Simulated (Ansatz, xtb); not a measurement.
**C3H8GeO: 3 structures ranked**

3 gas-phase structures of C3H8GeO, from a drawn sample of its isomers (lower ones may exist). Each was relaxed with GFN2-xTB:

A. `O[C@@H]1C[C@@H]1[GeH3]`, a singlet
B. `O[C]1([GeH3])CC1`, a singlet
C. `O[C@@H]1C[C@H]1[GeH3]`, a singlet

**Question.** Which do you expect lowest at r2SCAN-D4/def2-SVP, and how would the others follow?

**Answer.** Calculated order at r2SCAN-D4/def2-SVP: A (0.0), C (2.0), B (7.7) kJ/mol. Less than 1 kcal/mol parts A and C, so the order within that pair means little.

Energies above the lowest of each column, in kJ/mol; the last columns are at B3LYP/def2-SVP geometries:

```json
{"structure": "A", "GFN2-xTB": "0.0", "HF/STO-3G": "3.3", "r2SCAN-D4/def2-SVP": "0.0", "B3LYP/def2-SVP": "0.0", "CCSD(T)/def2-SVP + ΔMP2/def2-TZVPP": "0.0"}
{"structure": "C", "GFN2-xTB": "12.2", "HF/STO-3G": "0.0", "r2SCAN-D4/def2-SVP": "2.0", "B3LYP/def2-SVP": "4.5", "CCSD(T)/def2-SVP + ΔMP2/def2-TZVPP": "2.4"}
{"structure": "B", "GFN2-xTB": "9.3", "HF/STO-3G": "11.8", "r2SCAN-D4/def2-SVP": "7.7", "B3LYP/def2-SVP": "10.9", "CCSD(T)/def2-SVP + ΔMP2/def2-TZVPP": "10.6"}
```

CCSD(T)/def2-SVP + ΔMP2/def2-TZVPP has A and C within 1 kcal/mol of each other at the bottom, and every level picks one of them. Flexible structures stand in one conformer each, not always the lowest. ΔMP2 is the change of the MP2 energy from the smaller to the larger basis.

Programs: Ansatz 0.2.0, xtb 6.7.1.
